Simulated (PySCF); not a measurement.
A geometry optimisation on `Ic1pccs1`.

Method: PBE0-D3(BJ)/def2-SVP geometry optimisation, gas phase, def2 core potentials past Kr (PySCF 2.14.0). Start geometry: GFN2-xTB. The input is one job of a driver script: a line of settings, then coordinates in Å.

Input:
```
{"job": {"xc": "PBE0", "basis": "def2-SVP", "d3": "d3bj", "grid": 1, "maxiter": 30, "shake": 0.01, "kind": "geom"}, "charge": 0, "multiplicity": 1}
I      3.505410     0.008500    -0.018300
C      1.379670    -0.062260    -0.005160
P      0.486090    -1.520720     0.159960
C     -1.004700    -0.663450     0.074770
C     -1.016450     0.670270    -0.086570
S      0.521110     1.430800    -0.171540
H     -1.959070    -1.208130     0.145050
H     -1.856920     1.325850    -0.150680
```

Output:
```
step   0  E = -1152.04491647  max force = 0.035230
step   1  E = -1152.04637161  max force = 0.007616
step   2  E = -1152.04849735  max force = 0.001902
step   3  E = -1152.04859308  max force = 0.001692
step   4  E = -1152.04861984  max force = 0.001322
step   5  E = -1152.04862900  max force = 0.000441
optimisation converged
```

Energies in Eh; «max force» is the largest Cartesian gradient component in Eh/bohr.

Q: How much energy does the optimisation release, in kJ/mol?

A: E(step 0) − E(last step) = 0.003713 Eh, which is 9.7 kJ/mol.

In short: final energy -1152.04863 Eh after 5 steps; dipole 1.77 D.

Q: Give the final coordinates.

A: 0.030 Å rms from the input after alignment:
```
atom  x, y, z in Å
I1     3.3915   -0.0325   -0.8418
C2     1.3747   -0.0917   -0.3225
P3     0.5597   -1.4976    0.2431
C4    -0.9811   -0.6378    0.4066
C5    -1.0093    0.6847    0.0660
S6     0.4687    1.3535   -0.4796
H7    -1.8821   -1.1438    0.7643
H8    -1.8783    1.3455    0.1093
```

Q: How long does this job take on Arm Neoverse V1, one thread, no GPU (shared host)? And the peak memory of the process?

A: About 45 s, with 0.50 GiB resident at the peak, the Python interpreter and its libraries included.
Labels such as C1 count atoms from 1, the log's own numbers from 0.
